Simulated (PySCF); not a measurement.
A calculated (PBE0, PySCF 2.14, x2c-TZVPall, scalar relativity by spin-free X2C-1e) atom or ion has these occupied shells.

```
shell  electrons  orbital energy (eV)  rms radius, mean of both spins (bohr)
 1s α          1              -2107.7                                  0.120
 1s β          1              -2107.3                                  0.120
 2s α          1              -181.77                                  0.565
 2s β          1              -181.39                                  0.565
 2p α          3              -130.14                                  0.543
 2p β          3              -129.55                                  0.543
 3s α          1              -16.920                                   2.05
 3s β          1              -13.162                                   2.05
 3p α          3               -7.474                                   2.51
```

(1) Name the element and its charge.

Answers

(1) P (phosphorus, neutral), in [Ne] 3s2 3p3, high-spin 4S determinant.
